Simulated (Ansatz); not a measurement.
Reaction (formal exchange of groups at the Si–Cl bond): `C=C[SiH](N)Cl` + ethane → `C=C[SiH](N)CC` + HCl

Calculated with Ansatz (gas phase, PBE0-D4/def2-TZVP geometries, no zero-point term in ΔE). CCSD(T)/CBS adds triple-zeta CCSD(T) − MP2 to the extrapolated MP2 energy (def2 sets, frozen cores). This one scheme is used for every species. DFT in def2-TZVPP. One conformer a species, not always the lowest.

```
             level  ΔE (kJ/mol)
       LDA (SPW92)        119.4
SCS-MP2/def2-QZVPP        128.3
```

(1) What does CCSD(T)/CBS give? (An estimate is asked.)

Largest T1 diagnostic among the species: 0.010.

## Answers

(1) Computed: +124.4 kJ/mol. The listed levels differ from it by -5.0, 3.9 kJ/mol.

Leaving LDA and LC-ωPBE aside and taking each functional with its dispersion term where it has one, the values, not all of them listed here, spread over 10.7 kJ/mol, from revPBE-D4 to B97M-V. LDA lies −7.4 kJ/mol from PBE without D4. In def2-TZVPP, CCSD(T) changes the Hartree–Fock value by −20.0 kJ/mol (the triples alone add −1.5 kJ/mol) and MP2 by −15.4 kJ/mol. The D4 term adds −6.0 kJ/mol with B3LYP and −3.9 kJ/mol with PBE0; it sums over pairs of atoms, weighted by their polarisabilities, and B3LYP, whose exchange is more repulsive, gets the larger term.

B3LYP here is the variant with VWN-RPA as its local correlation; programs differ in this.
